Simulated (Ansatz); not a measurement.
The cluster Au₅Cl₄⁺, relaxed as a singlet with RKS PBE0-D4/def2-SVP in Ansatz, starting from the GFN2-xTB geometry. Force threshold 0.02 eV/Å.

In the def2 sets Au takes a core potential; there is no spin–orbit coupling. The relaxation made no stability test and no search for a lower SCF solution. No other spin state of charge 1 was run. Another isomer (singlet) lies 1.12 eV lower at PBE0-D4/def2-TZVP; other spin states weren't run for this one.

Start:

```xyz
9

Au   -0.069    1.440    2.434
Au   -0.264   -0.723   -1.670
Au    1.344   -2.705   -2.854
Au   -0.509    2.497   -0.440
Au    0.201   -1.769    1.137
Cl   -0.542    1.389   -2.446
Cl   -0.450    3.526    1.593
Cl    0.288   -0.708    3.144
Cl    0.001   -2.947   -0.900
```

```json
{"step": "1", "energy (eV)": "-68524.7876", "largest force component (eV/Å)": "1.037", "SCF passes": "20"}
{"step": "2", "energy (eV)": "-68524.9850", "largest force component (eV/Å)": "0.197", "SCF passes": "24"}
{"step": "3", "energy (eV)": "-68525.0085", "largest force component (eV/Å)": "0.123", "SCF passes": "25"}
{"step": "4", "energy (eV)": "-68525.0251", "largest force component (eV/Å)": "0.127", "SCF passes": "25"}
{"step": "5", "energy (eV)": "-68525.0302", "largest force component (eV/Å)": "0.178", "SCF passes": "25"}
{"step": "6", "energy (eV)": "-68525.0346", "largest force component (eV/Å)": "0.098", "SCF passes": "25"}
{"step": "7", "energy (eV)": "-68525.0369", "largest force component (eV/Å)": "0.039", "SCF passes": "25"}
{"step": "8", "energy (eV)": "-68525.0386", "largest force component (eV/Å)": "0.058", "SCF passes": "25"}
{"step": "9", "energy (eV)": "-68525.0392", "largest force component (eV/Å)": "0.056", "SCF passes": "25"}
{"step": "10", "energy (eV)": "-68525.0404", "largest force component (eV/Å)": "0.035", "SCF passes": "26"}
{"step": "11", "energy (eV)": "-68525.0415", "largest force component (eV/Å)": "0.025", "SCF passes": "25"}
{"step": "12", "energy (eV)": "-68525.0432", "largest force component (eV/Å)": "0.042", "SCF passes": "25"}
{"step": "13 (rejected)", "energy (eV)": "-68525.0419", "largest force component (eV/Å)": "0.143", "SCF passes": "24"}
{"step": "14", "energy (eV)": "-68525.0450", "largest force component (eV/Å)": "0.042", "SCF passes": "25"}
{"step": "15", "energy (eV)": "-68525.0459", "largest force component (eV/Å)": "0.054", "SCF passes": "25"}
{"step": "16", "energy (eV)": "-68525.0466", "largest force component (eV/Å)": "0.048", "SCF passes": "25"}
{"step": "17", "energy (eV)": "-68525.0476", "largest force component (eV/Å)": "0.034", "SCF passes": "25"}
{"step": "18", "energy (eV)": "-68525.0482", "largest force component (eV/Å)": "0.013", "SCF passes": "26"}
```

Force components are those of the run's own axes.

End:

```xyz
9

Au   -0.067    1.260    2.422
Au   -0.210   -0.532   -1.687
Au    1.103   -2.684   -2.753
Au   -0.524    2.371   -0.582
Au    0.272   -1.697    1.272
Cl    0.143    1.528   -2.692
Cl   -1.155    3.137    1.530
Cl    1.009   -0.679    3.228
Cl   -0.571   -2.705   -0.737
```

By distances, no bond broke or formed. The bond that changes most is Au3–Cl9, from 2.38 to 2.62 Å (atoms count from 1).

No frequencies were taken in this run, so the end may be a saddle point.

It took 3.5 min on 4 threads of Arm Neoverse V1 on a shared host, peak host memory 1 GiB.
